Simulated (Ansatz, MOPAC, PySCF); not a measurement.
Donor–acceptor adduct: GaH3 (SMILES [GaH3]) (first 4 atoms) with PH3 (SMILES P); geometry from B3LYP-D3(BJ)/def2-TZVP, rigid monomers moved along the line of their centres of mass till Ga1···P5 is 2.96 Å.
(charge 0, multiplicity 1):
```xyz
8

Ga    -0.46140     0.48940     0.71029
H     -1.53945     1.49702     1.26562
H     -0.95067    -0.79868    -0.05585
H      1.00394     1.01248     0.45528
P      0.10734    -0.84411     3.28655
H      1.05984    -1.88117     3.33021
H      0.59701    -0.07781     4.36245
H     -0.93557    -1.50170     3.96809
```

Monomers are frozen at their geometry in the pair; levels with a basis set take the counterpoise correction. Rows marked so take none.

Correlated levels freeze the cores. Filled d and f shells under p-block atoms count as core. CBS: X⁻³ extrapolation of the correlation energy, Hartree–Fock from the larger set. Rows in 3-21G, STO-3G carry no dispersion term and start afresh at each structure; the Pople sets are all-electron and without relativity. The state reached by PM3, PM6 isn't checked.

Run with Ansatz (an electronic-structure program) with Gaussian orbitals; MOPAC for PM3, PM6 (differences of heats of formation); PySCF for 3-21G rows, STO-3G rows, the dispersion terms. 

```csv
level,interaction energy (meV)
PM3,-1733.1
PM6,-1871.3
HF/STO-3G (no counterpoise),-943.7
HF/3-21G (no counterpoise),-575.7
B3LYP/3-21G (no counterpoise),-703.4
B3LYP-D4/def2-TZVPPD,-586.0
CCSD/def2-SVPD,-466.1
CCSD(T)/def2-SVPD,-484.1
"CCSD(T)/CBS(def2-SVPD, def2-TZVPPD)",?
```

Task: Complete the blanks.

Result: 
- CCSD(T)/CBS(def2-SVPD, def2-TZVPPD), interaction energy (meV): -528.4
